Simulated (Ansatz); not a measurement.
CH3Cl3NTa, SMILES `C[N]=[Ta]([Cl])([Cl])[Cl]` at its PBE0-D4/def2-TZVP geometry, where that method's forces vanish. Charge 0, multiplicity 1. Ta: def2 effective core potential.

| atom | x (Å) | y (Å) | z (Å) |
| --- | --- | --- | --- |
| C1 | -0.187 | -1.434 | -0.804 |
| N2 | -0.026 | -0.207 | -0.115 |
| Ta3 | 0.171 | 1.306 | 0.732 |
| Cl4 | 0.819 | 0.785 | 2.873 |
| Cl5 | -1.868 | 2.361 | 0.682 |
| Cl6 | 1.783 | 2.491 | -0.395 |
| H7 | 0.227 | -2.261 | -0.219 |
| H8 | -1.247 | -1.637 | -0.986 |
| H9 | 0.328 | -1.404 | -1.769 |

For each bond, give half the difference of the two atoms' forces along it (eV/Å; positive pushes the atoms apart) under PBE-D4, r2SCAN-D4, B3LYP-D4, ωB97M-V in def2-TZVPP. (An estimate is asked.)

The calculation gave: 
```tsv
bond	length (Å)	PBE-D4	r2SCAN-D4	B3LYP-D4	ωB97M-V
C1–N2	1.416	-0.33	-0.09	0.03	0.60
C1–H7	1.095	0.12	-0.03	-0.07	-0.15
C1–H8	1.095	0.12	-0.03	-0.07	-0.14
C1–H9	1.095	0.12	-0.03	-0.07	-0.14
N2–Ta3	1.745	0.73	0.36	0.19	-0.59
Ta3–Cl4	2.296	-0.01	0.01	0.13	0.13
Ta3–Cl5	2.296	-0.01	0.01	0.14	0.13
Ta3–Cl6	2.296	-0.01	0.00	0.14	0.13
```

B3LYP here is the variant with VWN-RPA as its local correlation; programs differ in this.

All numbers were calculated with Ansatz.
